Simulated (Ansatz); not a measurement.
Geometry optimisation of `B[Se][SiH2]C`.

```yaml
crystal:
  periodic: [false, false, false]
  atoms:
    - {symbol: B, position_ang: [-0.971669, 2.000894, 0.657556]}
    - {symbol: Se, position_ang: [0.886275, 1.598876, 0.897652]}
    - {symbol: Si, position_ang: [0.745545, -0.707627, 0.589788]}
    - {symbol: C, position_ang: [0.228823, -1.120141, -1.173908]}
    - {symbol: H, position_ang: [-1.784678, 1.125745, 0.437266]}
    - {symbol: H, position_ang: [-1.287120, 3.169342, 0.738242]}
    - {symbol: H, position_ang: [2.119384, -1.239686, 0.893317]}
    - {symbol: H, position_ang: [-0.231577, -1.260141, 1.589440]}
    - {symbol: H, position_ang: [-0.766049, -0.685782, -1.396442]}
    - {symbol: H, position_ang: [0.958984, -0.718312, -1.904106]}
    - {symbol: H, position_ang: [0.167481, -2.220068, -1.308104]}
basis:
  gaussian: {orbitals: def2-TZVP}
hamiltonian: {xc: pbe0, dispersion: d4}
relax: {f_tol: 0.005, max_steps: 150}
```

```sh
$ ansatz run in.yaml --threads 4 --pin off --events-out ev --progress --plain --max-ram 10444MiB
```

Shortened log:

```
Functional definition: PBE0
mean field -75043.14846144 eV, -2757.7848398848 hartree, gradient 2.7e-5 eV, S^2 0.000000; 0 other end points of the search recorded, 0 dependent functions left out
relax step   1: F+E_penalty+E_count = -75043.36382324 eV  Δ(F+E_penalty+E_count) = +0.000e0 eV  max|allowed force component| = 5.203e-1 eV/Å  Δτ_max = 0.0000 Å  (28 SCF iters, accepted)
mean field -75043.18458498 eV, -2757.7861674005 hartree, gradient 1.9e-5 eV, S^2 0.000000; 0 other end points of the search recorded, 0 dependent functions left out
relax step   2: F+E_penalty+E_count = -75043.40152457 eV  Δ(F+E_penalty+E_count) = -3.770e-2 eV  max|allowed force component| = 1.488e-1 eV/Å  Δτ_max = 0.0379 Å  (32 SCF iters, accepted)
mean field -75043.18720846 eV, -2757.7862638115 hartree, gradient 1.8e-5 eV, S^2 0.000000; 0 other end points of the search recorded, 0 dependent functions left out
relax step   3: F+E_penalty+E_count = -75043.40425325 eV  Δ(F+E_penalty+E_count) = -2.729e-3 eV  max|allowed force component| = 3.330e-2 eV/Å  Δτ_max = 0.0126 Å  (32 SCF iters, accepted)
mean field -75043.18712281 eV, -2757.7862606642 hartree, gradient 1.8e-5 eV, S^2 0.000000; 0 other end points of the search recorded, 0 dependent functions left out
relax step   4: F+E_penalty+E_count = -75043.40432545 eV  Δ(F+E_penalty+E_count) = -7.220e-5 eV  max|allowed force component| = 3.455e-2 eV/Å  Δτ_max = 0.0057 Å  (33 SCF iters, accepted)
mean field -75043.18710764 eV, -2757.7862601065 hartree, gradient 1.9e-5 eV, S^2 0.000000; 0 other end points of the search recorded, 0 dependent functions left out
relax step   5: F+E_penalty+E_count = -75043.40441647 eV  Δ(F+E_penalty+E_count) = -9.101e-5 eV  max|allowed force component| = 1.191e-2 eV/Å  Δτ_max = 0.0094 Å  (32 SCF iters, accepted)
mean field -75043.18724711 eV, -2757.7862652319 hartree, gradient 1.8e-5 eV, S^2 0.000000; 0 other end points of the search recorded, 0 dependent functions left out
relax step   6: F+E_penalty+E_count = -75043.40442659 eV  Δ(F+E_penalty+E_count) = -1.012e-5 eV  max|allowed force component| = 1.458e-2 eV/Å  Δτ_max = 0.0051 Å  (33 SCF iters, accepted)
mean field -75043.18727246 eV, -2757.7862661635 hartree, gradient 1.9e-5 eV, S^2 0.000000; 0 other end points of the search recorded, 0 dependent functions left out
relax step   7: F+E_penalty+E_count = -75043.40445199 eV  Δ(F+E_penalty+E_count) = -2.540e-5 eV  max|allowed force component| = 7.129e-3 eV/Å  Δτ_max = 0.0153 Å  (32 SCF iters, accepted)
mean field -75043.18730546 eV, -2757.7862673763 hartree, gradient 1.9e-5 eV, S^2 0.000000; 0 other end points of the search recorded, 0 dependent functions left out
relax step   8: F+E_penalty+E_count = -75043.40448791 eV  Δ(F+E_penalty+E_count) = -3.592e-5 eV  max|allowed force component| = 3.029e-3 eV/Å  Δτ_max = 0.0049 Å  (33 SCF iters, accepted)
mean field -75043.18735877 eV, -2757.7862693356 hartree, gradient 1.9e-5 eV, S^2 0.000000; 0 other end points of the search recorded, 0 dependent functions left out
relax step   9: F+E_penalty+E_count = -75043.40450731 eV  Δ(F+E_penalty+E_count) = -1.940e-5 eV  max|allowed force component| = 4.299e-3 eV/Å  Δτ_max = 0.0039 Å  (33 SCF iters, accepted)
mean field -75043.18747080 eV, -2757.7862734526 hartree, gradient 1.9e-5 eV, S^2 0.000000; 0 other end points of the search recorded, 0 dependent functions left out
relax step  10: F+E_penalty+E_count = -75043.40453188 eV  Δ(F+E_penalty+E_count) = -2.457e-5 eV  max|allowed force component| = 6.000e-3 eV/Å  Δτ_max = 0.0103 Å  (32 SCF iters, accepted)
mean field -75043.18755023 eV, -2757.7862763716 hartree, gradient 1.9e-5 eV, S^2 0.000000; 0 other end points of the search recorded, 0 dependent functions left out
relax step  11: F+E_penalty+E_count = -75043.40453790 eV  Δ(F+E_penalty+E_count) = -6.027e-6 eV  max|allowed force component| = 7.652e-3 eV/Å  Δτ_max = 0.0099 Å  (32 SCF iters, accepted)
mean field -75043.18761490 eV, -2757.7862787482 hartree, gradient 1.9e-5 eV, S^2 0.000000; 0 other end points of the search recorded, 0 dependent functions left out
relax step  12: F+E_penalty+E_count = -75043.40453821 eV  Δ(F+E_penalty+E_count) = -3.046e-7 eV  max|allowed force component| = 7.638e-3 eV/Å  Δτ_max = 0.0102 Å  (32 SCF iters, accepted)
mean field -75043.18758048 eV, -2757.7862774833 hartree, gradient 1.9e-5 eV, S^2 0.000000; 0 other end points of the search recorded, 0 dependent functions left out
relax step  13: F+E_penalty+E_count = -75043.40454548 eV  Δ(F+E_penalty+E_count) = -7.270e-6 eV  max|allowed force component| = 2.387e-3 eV/Å  Δτ_max = 0.0066 Å  (33 SCF iters, accepted)
mean field -75043.18758048 eV, -2757.7862774833 hartree, gradient 1.9e-5 eV, S^2 0.000000; 1 other end points of the search recorded, 0 dependent functions left out
Total energy: -75043.40458040 eV, -2757.7942520833 hartree
Atom 0 at    -0.967071     1.983417     0.667708 Å, force     0.000051    -0.002387    -0.000506 eV/Å
Atom 1 at     0.888800     1.586842     0.852679 Å, force    -0.001162     0.001394     0.000091 eV/Å
Atom 2 at     0.733291    -0.692497     0.573611 Å, force    -0.000878    -0.000972     0.000548 eV/Å
Atom 3 at     0.235571    -1.117110    -1.170994 Å, force    -0.000599    -0.000020    -0.001442 eV/Å
Atom 4 at    -1.766264     1.115662     0.486672 Å, force     0.001149     0.001355     0.000518 eV/Å
Atom 5 at    -1.285178     3.129152     0.743748 Å, force     0.000676    -0.000146     0.000013 eV/Å
Atom 6 at     2.080098    -1.231749     0.895797 Å, force    -0.000411     0.000699    -0.000051 eV/Å
Atom 7 at    -0.249838    -1.213711     1.556517 Å, force     0.000446     0.000013    -0.000447 eV/Å
Atom 8 at    -0.739292    -0.684808    -1.405704 Å, force     0.000761    -0.000224     0.000591 eV/Å
Atom 9 at     0.964875    -0.730464    -1.885561 Å, force    -0.000223    -0.000211     0.000440 eV/Å
Atom 10 at     0.170407    -2.201634    -1.293772 Å, force     0.000190     0.000499     0.000247 eV/Å
Dipole moment:    -0.019599    -0.283729    -0.187404 e Å
```

It took 51 s on 4 threads of an Arm Neoverse V2 on a shared host, with 0.53 GiB of host memory at the peak.
